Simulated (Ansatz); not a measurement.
Reaction (ligand exchange at the Si–N bond): `C#CN(C)[SiH2]F` + `N[SiH3]` → `F[SiH2]N[SiH3]` + `C#CNC`

Calculated with Ansatz (gas phase, PBE0-D4/def2-TZVP geometries, no zero-point term in ΔE). CCSD(T)/CBS adds triple-zeta CCSD(T) − MP2 to the extrapolated MP2 energy (def2 sets, frozen cores). This one scheme is used for every species. Functionals use def2-TZVPP. B3LYP here is the variant with VWN-RPA as its local correlation; programs differ in this. One conformer a species, not always the lowest.

| level | ΔE (kJ/mol) | difference from CCSD(T)/CBS |
| --- | --- | --- |
| PBE-D4 | -10.5 | -0.8 |
| r2SCAN-D4 | -11.5 | -1.8 |
| PBE0-D4 | -11.7 | -2.0 |
| ωB97X-V | -11.5 | -1.8 |
| ωB97M-V | -11.4 | -1.7 |
| B2PLYP | -10.8 | -1.1 |
| r2SCAN | -12.1 | -2.4 |
| B3LYP | -13.0 | -3.3 |
| HF/def2-TZVPP | -16.0 | -6.3 |
| MP2/def2-TZVPP | -6.6 | 3.1 |
| SCS-MP2/def2-TZVPP | -7.9 | 1.8 |
| CCSD(T)/def2-TZVPP | -9.0 | 0.7 |
| MP2/def2-QZVPP | -7.0 | 2.7 |
| SCS-MP2/def2-QZVPP | -8.3 | 1.4 |
| MP2/CBS(def2) | -7.3 | 2.4 |
| CCSD/CBS(def2) | -10.8 | -1.1 |
| CCSD(T)/CBS | -9.7 | 0 |

Largest T1 diagnostic among the species: 0.012.

In def2-TZVPP, CCSD(T) changes the Hartree–Fock value by +7.0 kJ/mol (the triples alone add +1.2 kJ/mol) and MP2 by +9.4 kJ/mol.
